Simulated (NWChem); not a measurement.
Species: CH4F2OSi; SMILES O[SiH2]C(F)F

```xyz
9

O      0.5506     2.0607     0.2754
Si    -0.5643     0.8681    -0.1166
C      0.0861    -0.8706     0.4081
F     -0.8386    -1.8220     0.0397
F      1.2621    -1.1167    -0.2782
H      1.3974     2.0066    -0.2014
H     -0.8327     0.7655    -1.5931
H     -1.8061     1.1868     0.6536
H      0.3011    -1.0047     1.4959
```
Atoms are numbered in this order, from 1.

Level: PBE-D3(BJ)/def2-SVP (NWChem), optimised geometry, unscaled harmonic frequencies. 

Task: List the harmonic frequencies with IR intensities, and the thermochemistry.

Result: 
| frequency (cm⁻¹) | IR intensity (km/mol) |
|---|---|
| 70 | 7.4 |
| 112 | 2.9 |
| 248 | 94.5 |
| 267 | 23.7 |
| 296 | 22.3 |
| 486 | 17.8 |
| 569 | 23.6 |
| 675 | 33.7 |
| 752 | 28.9 |
| 810 | 69.7 |
| 867 | 278.0 |
| 881 | 36.3 |
| 922 | 74.0 |
| 1031 | 163.3 |
| 1083 | 59.5 |
| 1277 | 20.1 |
| 1311 | 4.7 |
| 2167 | 100.5 |
| 2216 | 99.8 |
| 2945 | 41.9 |
| 3763 | 84.6 |

```json
{
  "zero_point_energy": "32.5 kcal/mol",
  "thermal correction to the enthalpy at 298.15 K (with zero-point energy)": "37.3 kcal/mol",
  "heat capacity Cv": "22.2 cal/(mol K)",
  "entropy at 298.15 K and 1 atm (symmetry number 1)": "81.1 cal/(mol K)",
  "dipole_moment": "1.08 D"
}
```

Rigid rotor and harmonic oscillator; modes under 100 cm⁻¹ make the entropy uncertain.
